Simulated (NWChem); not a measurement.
Species: GeSi₂H₈; SMILES [SiH3][GeH2][SiH3]

Program: NWChem. Coordinates come from a PBE0/def2-SVP optimisation. Ions are spin-unrestricted doublets at the neutral geometry; other ion states weren't tried.

| level | vertical ionisation energy, ΔSCF (eV) | −ε(HOMO) (eV) | ΔSCF minus −ε(HOMO) (eV) |
|---|---|---|---|
| B3LYP/def2-SVP | 9.79 | 7.72 | 2.07 |
| PBE/def2-SVP | 9.61 | 6.89 | 2.72 |
| r2SCAN/def2-SVP | 9.77 | 7.19 | 2.58 |
| M06-2X/def2-SVP | 9.86 | 8.91 | 0.95 |
| PBE0/def2-SVP | 9.83 | 7.97 | 1.86 |
